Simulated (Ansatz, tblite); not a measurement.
Cost and result up the ladder for Ba6O5 (11 atoms). The state is a singlet with charge 0. Geometry: PBE-D4/def2-SVP.

```tsv
atom	x (Å)	y (Å)	z (Å)
Ba1	-0.340	-1.438	2.690
Ba2	2.591	1.015	1.291
Ba3	0.349	1.388	-2.242
Ba4	-2.327	-0.852	-0.965
Ba5	-1.245	2.355	1.523
Ba6	1.176	-2.075	-1.176
O7	-0.454	-0.870	-2.477
O8	0.426	0.817	2.327
O9	2.000	0.225	-0.820
O10	-1.501	1.449	-0.609
O11	-0.676	-2.014	0.456
```

Ansatz on 4 threads of Arm Neoverse V1 on a shared host; xTB runs through tblite on one thread. Times are rough, summed over both states, and most runs start from the orbitals of an earlier one. No level here is sound enough to serve as a yardstick. The other state is a doublet.

In the def2 sets Ba takes a core potential; there is no spin–orbit coupling. The xTB rows come from tblite. The structure comes from a short search, and lower isomers may exist.

Raw xTB energies of ions are shifted by several eV.

```json
{"level": "GFN1-xTB", "functions": "74", "wall time": "0.087 s"}
{"level": "GFN2-xTB", "functions": "74", "wall time": "0.11 s"}
{"level": "PBE-D4/def2-TZVP", "functions": "395", "wall time": "50 s"}
{"level": "PBE0-D4/def2-TZVP", "functions": "395", "wall time": "1.7 min"}
{"level": "r2SCAN-D4/def2-TZVP", "functions": "395", "wall time": "1.8 min"}
```

**Question.** Estimate what each level gives for the vertical IE (eV).

**Answer.** 
```tsv
level	vertical IE (eV)	remarks
GFN1-xTB	11.40	–
GFN2-xTB	11.01	–
PBE-D4/def2-TZVP	3.43	restricted SCF unstable in HF (singlet)
PBE0-D4/def2-TZVP	3.24	restricted SCF unstable in HF (singlet)
r2SCAN-D4/def2-TZVP	3.17	restricted SCF unstable in HF (singlet)
```
